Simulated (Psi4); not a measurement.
H2O2Zn, singlet, at a GFN2-xTB geometry (such geometries of metal compounds can be far from the true shape); Psi4 1.11 with PBE0/def2-SVP.

Here is a job for Psi4.
```
memory 2 GB

molecule mol {
0 1
Zn   -0.000436    0.169482    0.031072
O     1.253232   -0.157725   -1.081838
H     1.826601    0.515612   -1.441727
O    -1.251444   -0.537476    0.954383
H    -1.827828   -0.038460    1.529206
}

set {
  basis def2-svp
  reference rks
}

energy('pbe0')
print_variables()
```

### Question
Predict the main parts of the log of this Psi4 run.

### Answer

```
   => Loading Basis Set <=

    Name: DEF2-SVP
    Role: ORBITAL
    Keyword: BASIS

         ---------------------------------------------------------
                                   SCF
               by Justin Turney, Rob Parrish, Andy Simmonett
                          and Daniel G. A. Smith
                              RKS Reference
         ---------------------------------------------------------

  ==> Geometry <==

    Molecular point group: c1
    Full point group: C1

    Geometry (in Angstrom), charge = 0, multiplicity = 1:

       Center              X                  Y                   Z               Mass
    ------------   -----------------  -----------------  -----------------  -----------------
         ZN          -0.000430784277     0.167480216209     0.030705041072    63.929142010000
         O            1.253237215723    -0.159726783791    -1.082204958928    15.994914619570
         H            1.826606215723     0.513610216209    -1.442093958928     1.007825032230
         O           -1.251438784277    -0.539477783791     0.954016041072    15.994914619570
         H           -1.827822784277    -0.040461783791     1.528839041072     1.007825032230

  Running in c1 symmetry.

  Rotational constants: A =      2.80429  B =      0.17594  C =      0.16555 [cm^-1]
  Rotational constants: A =  84070.49170  B =   5274.48843  C =   4963.10856 [MHz]
  Nuclear repulsion =  183.593264203954931

  Charge       = 0
  Multiplicity = 1
  Electrons    = 48
  Nalpha       = 24
  Nbeta        = 24

  ==> Algorithm <==

  SCF Algorithm Type is DF.
  DIIS enabled.
  MOM disabled.
  Fractional occupation disabled.
  Guess Type is SAD.
  Energy threshold   = 1.00e-06
  Density threshold  = 1.00e-06
  Integral threshold = 1.00e-12

  ==> Primary Basis <==

  Basis Set: DEF2-SVP
    Blend: DEF2-SVP
    Number of shells: 29
    Number of basis functions: 69
    Number of Cartesian functions: 76
    Spherical Harmonics?: true
    Max angular momentum: 3

  ==> DFT Potential <==

   => LibXC <=

    Version 7.1.2
    S. Lehtola, C. Steigemann, M. J. T. Oliveira, and M. A. L. Marques,  SoftwareX 7, 1–5 (2018) (10.1016/j.softx.2017.11.002)

   => Composite Functional: PBE0 <=

    PBE0 Hyb-GGA Exchange-Correlation Functional

    C. Adamo and V. Barone,  J. Chem. Phys. 110, 6158 (1999) (10.1063/1.478522)
    M. Ernzerhof and G. E. Scuseria,  J. Chem. Phys. 110, 5029 (1999) (10.1063/1.478401)

    Deriv               =              1
    GGA                 =           TRUE
    Meta                =          FALSE

    Exchange Hybrid     =           TRUE
    MP2 Hybrid          =          FALSE

   => Exchange Functionals <=

    0.7500   Perdew, Burke & Ernzerhof

   => Exact (HF) Exchange <=

    0.2500               HF

   => Correlation Functionals <=

    1.0000   Perdew, Burke & Ernzerhof

   => LibXC Density Thresholds  <==

    XC_HYB_GGA_XC_PBEH:  1.00E-15

   => Molecular Quadrature <=

    Radial Scheme          =       TREUTLER
    Pruning Scheme         =           NONE
    Nuclear Scheme         =       TREUTLER

    Blocking Scheme        =         OCTREE
    BS radius alpha        =              1
    Pruning alpha          =              1
    Radial Points          =             75
    Spherical Points       =            302
    Total Points           =         109534
    Total Blocks           =            863
    Max Points             =            256
    Max Functions          =             68
    Weights Tolerance      =       1.00E-15

   => Loading Basis Set <=

    Name: (DEF2-SVP AUX)
    Role: JKFIT
    Keyword: DF_BASIS_SCF

  ==> Integral Setup <==

  SCF_SUBTYPE=INCORE selected. In-core MEM_DF algorithm will be used.
  Using in-core AOs.

  ==> MemDFJK: Density-Fitted J/K Matrices <==

    J tasked:                   Yes
    K tasked:                   Yes
    wK tasked:                   No
    Algorithm:                 Core
    Schwarz Cutoff:           1E-12
    Mask sparsity (%):       1.5963
    Fitting Condition:        1E-10

   => Auxiliary Basis Set <=

  Basis Set: (DEF2-SVP AUX)
    Blend: DEF2-UNIVERSAL-JKFIT
    Number of shells: 120
    Number of basis functions: 454
    Number of Cartesian functions: 603
    Spherical Harmonics?: true
    Max angular momentum: 6

  Minimum eigenvalue in the overlap matrix is 2.7685230811E-02.
  Reciprocal condition number of the overlap matrix is 7.4215970665E-03.
    Using symmetric orthogonalization.

  ==> Pre-Iterations <==

  SCF Guess: Superposition of Atomic Densities via on-the-fly atomic UHF (no occupation information).

   -------------------------
    Irrep   Nso     Nmo
   -------------------------
     A         69      69
   -------------------------
    Total      69      69
   -------------------------

  ==> Iterations <==

                           Total Energy        Delta E     RMS |[F,P]|

   @DF-RKS iter SAD: -1927.00399739687919   -1.92700e+03   0.00000e+00
   @DF-RKS iter   1: -1928.54967527349618   -1.54568e+00   3.24484e-02 DIIS/ADIIS
   @DF-RKS iter   2: -1892.99824994816618    3.55514e+01   6.45827e-02 DIIS/ADIIS
   @DF-RKS iter   3: -1930.04782828138877   -3.70496e+01   1.00559e-02 DIIS/ADIIS
   @DF-RKS iter   4: -1930.04399932937895    3.82895e-03   1.14186e-02 DIIS/ADIIS
   @DF-RKS iter   5: -1930.26157902046612   -2.17580e-01   2.18961e-03 DIIS/ADIIS
   @DF-RKS iter   6: -1930.26735833153725   -5.77931e-03   2.23917e-04 DIIS/ADIIS
   @DF-RKS iter   7: -1930.26741911499312   -6.07835e-05   1.25316e-04 DIIS/ADIIS
   @DF-RKS iter   8: -1930.26743949449951   -2.03795e-05   1.80889e-05 DIIS
   @DF-RKS iter   9: -1930.26743989553211   -4.01033e-07   3.36172e-06 DIIS
   @DF-RKS iter  10: -1930.26743990872819   -1.31961e-08   3.90368e-07 DIIS
  Energy and wave function converged.

  ==> Post-Iterations <==

   Electrons on quadrature grid:
      Ntotal   =   47.9999994005 ; deviation = -5.995e-07

    Orbital Energies [Eh]
    ---------------------

    Doubly Occupied:

       1A   -347.605125     2A    -42.358908     3A    -37.313829
       4A    -37.313398     5A    -37.310711     6A    -19.167613
       7A    -19.167602     8A     -4.889210     9A     -3.267261
      10A     -3.265356    11A     -3.264466    12A     -0.957216
      13A     -0.945878    14A     -0.554340    15A     -0.551918
      16A     -0.525451    17A     -0.519081    18A     -0.518366
      19A     -0.447461    20A     -0.408931    21A     -0.315506
      22A     -0.306846    23A     -0.302115    24A     -0.272786

    Virtual:

      25A     -0.034635    26A      0.094890    27A      0.099903
      28A      0.111892    29A      0.159622    30A      0.205762
      31A      0.369678    32A      0.664243    33A      0.685480
      34A      0.948805    35A      0.960089    36A      1.025831
      37A      1.036105    38A      1.085489    39A      1.096090
      40A      1.241497    41A      1.314889    42A      1.320865
      43A      1.328871    44A      1.426022    45A      1.508331
      46A      1.542845    47A      1.594283    48A      1.610749
      49A      1.802184    50A      1.891598    51A      2.288744
      52A      2.296905    53A      2.690284    54A      2.716678
      55A      2.796290    56A      2.918430    57A      3.022580
      58A      3.025275    59A      3.163531    60A      3.222465
      61A      3.759014    62A      3.761374    63A      6.536741
      64A      6.536777    65A      6.540973    66A      6.542316
      67A      6.547530    68A      6.571667    69A      6.585276

    Final Occupation by Irrep:
              A
    DOCC [    24 ]
    NA   [    24 ]
    NB   [    24 ]

  @DF-RKS Final Energy: -1930.26743990872819

   => Energetics <=

    Nuclear Repulsion Energy =            183.5932642039549307
    One-Electron Energy =               -3057.5017056597566807
    Two-Electron Energy =                1010.7247564883634823
    DFT Exchange-Correlation Energy =     -67.0837549412897403
    Empirical Dispersion Energy =           0.0000000000000000
    VV10 Nonlocal Energy =                  0.0000000000000000
    Total Energy =                      -1930.2674399087281927

Computation Completed

Properties will be evaluated at   0.000000,   0.000000,   0.000000 [a0]

Properties computed using the SCF density matrix

 Multipole Moments:

 ------------------------------------------------------------------------------------
     Multipole            Electronic (a.u.)      Nuclear  (a.u.)        Total (a.u.)
 ------------------------------------------------------------------------------------

 L = 1.  Multiply by 2.5417464519 to convert [e a0] to [Debye]
 Dipole X            :         -0.0043143            0.0004674           -0.0038468
 Dipole Y            :          1.6763666           -0.1815680            1.4947987
 Dipole Z            :          0.3073391           -0.0332876            0.2740515
 Magnitude           :                                                    1.5197178

 ------------------------------------------------------------------------------------

  Variable Map:
  ----------------------------------------------------------------------------
  "CURRENT ENERGY"              =>   -1930.267439908728
  "CURRENT REFERENCE ENERGY"    =>   -1930.267439908728
  "DD SOLVATION ENERGY"         =>       0.000000000000
  "DFT FUNCTIONAL TOTAL ENERGY" =>   -1930.267439908728
  "DFT TOTAL ENERGY"            =>   -1930.267439908728
  "DFT VV10 ENERGY"             =>       0.000000000000
  "DFT XC ENERGY"               =>     -67.083754941290
  "GRID ELECTRONS ALPHA"        =>      23.999999700234
  "GRID ELECTRONS BETA"         =>      23.999999700234
  "GRID ELECTRONS TOTAL"        =>      47.999999400469
  "NUCLEAR REPULSION ENERGY"    =>     183.593264203955
  "ONE-ELECTRON ENERGY"         =>   -3057.501705659757
  "PCM POLARIZATION ENERGY"     =>       0.000000000000
  "PE ENERGY"                   =>       0.000000000000
  "SCF ITERATION ENERGY"        =>   -1930.267439908728
  "SCF ITERATIONS"              =>      10.000000000000
  "SCF TOTAL ENERGY"            =>   -1930.267439908728
  "TWO-ELECTRON ENERGY"         =>    1010.724756488363
  "XC GRID RADIAL POINTS"       =>      75.000000000000
  "XC GRID SPHERICAL POINTS"    =>     302.000000000000
  "XC GRID TOTAL POINTS"        =>  109534.000000000000

  Array Variable Map:
  ----------------------------------------------------------------------------
  "CURRENT DIPOLE"              =>      -0.003846849404 ... 0.274051523601 1 by 3
  "SCF DIPOLE"                  =>      -0.003846849404 ... 0.274051523601 1 by 3
  "SCF TOTAL ENERGIES"          =>   -1927.003997396879 ... -1930.267439908728 1 by 11
```
